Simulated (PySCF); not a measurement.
Job file and geometry (Å, from GFN2-xTB) of an NMR shielding run on SMILES [SiH3][SiH2][Si@@H](CC#N)[SiH3], C2H11NSi4, GIAO PBE0/pcSseg-1 NMR shielding, non-relativistic, gas phase in PySCF; density fitting, a coarse starting grid and PySCF grid level 2 are the driver's defaults:

```
$ OMP_NUM_THREADS=1 python probes_run.py task.json out

{"job": {"kind": "nmr", "xc": "PBE0", "basis": "pcSseg-1"}, "charge": 0, "multiplicity": 1}
N     -2.564711     1.642303     2.428670
C     -1.658769     1.504412     1.740941
C     -0.555012     1.271363     0.874758
Si    -0.630278    -0.546803     0.193084
Si    -2.733053    -0.865969    -0.753679
Si     1.338498    -0.760787    -1.046514
Si     3.290822     0.046945    -0.084518
H     -0.594277     1.987785     0.052552
H      0.370686     1.437207     1.427886
H     -0.495869    -1.349222     1.428898
H     -2.963506     0.118282    -1.817455
H     -2.790886    -2.191442    -1.378392
H     -3.850011    -0.762118     0.183460
H      1.476134    -2.182795    -1.396706
H      1.132049    -0.108032    -2.352539
H      4.513755    -0.251346    -0.831933
H      3.473370    -0.490122     1.267342
H      3.232300     1.506659     0.052489
```

Task: Write the output of this run.

Result: 
```
coarse grid: 16552 points
cycle   1  E = -1294.7290562378  dE =  2.474e-01  |g| = 4.363e-01  |ddm| = 3.814e+00
cycle   2  E = -1294.6033039067  dE =  1.258e-01  |g| = 8.731e-01  |ddm| = 1.224e+00
cycle   3  E = -1294.7759367997  dE = -1.726e-01  |g| = 1.145e-01  |ddm| = 8.012e-01
cycle   4  E = -1294.7788151246  dE = -2.878e-03  |g| = 3.503e-02  |ddm| = 1.231e-01
cycle   5  E = -1294.7791283441  dE = -3.132e-04  |g| = 6.314e-03  |ddm| = 3.881e-02
cycle   6  E = -1294.7791387805  dE = -1.044e-05  |g| = 1.477e-03  |ddm| = 8.830e-03
cycle   7  E = -1294.7791393471  dE = -5.666e-07  |g| = 3.064e-04  |ddm| = 2.111e-03
final grid: 140208 points
cycle   8  E = -1294.8161047891  dE = -1.963e-05  |g| = 4.522e-03  |ddm| = 2.122e-02
cycle   9  E = -1294.8161042988  dE =  4.903e-07  |g| = 4.556e-03  |ddm| = 9.008e-03
cycle  10  E = -1294.8161095507  dE = -5.252e-06  |g| = 5.078e-04  |ddm| = 4.567e-03
cycle  11  E = -1294.8161095963  dE = -4.559e-08  |g| = 2.662e-04  |ddm| = 6.857e-04
cycle  12  E = -1294.8161096100  dE = -1.371e-08  |g| = 9.456e-05  |ddm| = 2.406e-04
cycle  13  E = -1294.8161096119  dE = -1.924e-09  |g| = 1.553e-05  |ddm| = 7.481e-05
cycle  14  E = -1294.8161096119  dE = -5.275e-11  |g| = 2.814e-06  |ddm| = 2.110e-05
converged SCF energy = -1294.8161096119

GIAO shielding tensors (ppm)
atom      isotropic    diamagn.    paramagn.     s11        s22        s33       span
  0 N      -30.433     340.208    -370.640   -205.563   -177.997    292.262    497.824
  1 C       63.131     259.692    -196.561    -57.194    -47.133    293.721    350.915
  2 C      188.814     256.212     -67.397    178.939    184.559    202.945     24.006
  3 Si     418.921     882.340    -463.419    386.567    410.541    459.655     73.089
  4 Si     461.600     880.526    -418.926    446.304    460.155    478.341     32.037
  5 Si     475.056     881.910    -406.855    457.165    480.516    487.486     30.321
  6 Si     465.428     880.113    -414.685    450.509    466.226    479.550     29.041
  7 H       30.354      31.530      -1.175     25.532     29.594     35.937     10.405
  8 H       30.074      31.610      -1.537     23.405     30.036     36.779     13.374
  9 H       27.402      31.221      -3.819     24.842     25.293     32.070      7.228
 10 H       28.160      29.311      -1.152     24.792     26.106     33.582      8.790
 11 H       28.177      29.052      -0.875     24.456     26.039     34.035      9.578
 12 H       27.603      29.305      -1.702     23.694     25.914     33.201      9.507
 13 H       28.323      29.902      -1.580     23.971     26.376     34.621     10.650
 14 H       28.333      30.236      -1.903     24.250     26.807     33.942      9.692
 15 H       28.019      28.315      -0.296     24.294     25.277     34.487     10.193
 16 H       28.140      29.269      -1.129     24.432     26.468     33.519      9.087
 17 H       28.210      29.447      -1.236     24.309     27.115     33.207      8.899
```

Task: Turn these shieldings into chemical shifts. Chemical shifts δ = σref − σ; 15N (σref 267.73) against NH3; 13C (σref 186.93), 29Si (σref 349.16), 1H (σref 31.72) vs TMS, all at this level.

Result: Averaging equivalent atoms: N 0: 298.2; C 1: 123.8; C 2: -1.9; Si 3: -69.8; Si 4: -112.4; Si 6: -116.3; Si 5: -125.9; H 9: 4.32; H 10/11/12: 3.74; H 15/16/17: 3.59; H 13: 3.39; H 14: 3.38; H 8: 1.64; H 7: 1.36 ppm. Experimental scales use liquid or dissolved standards, which lie at an offset from isolated NH3 (liquid NH3: subtract about 20 ppm). Unscaled 15N shifts of sp2 nitrogen come out 20 to 40 ppm too high even then.

Size and cost of the density-fitted run: 202 basis functions, 68 s wall time on 1 thread of an Arm Neoverse N1, shared host; peak memory 0.94 GiB.
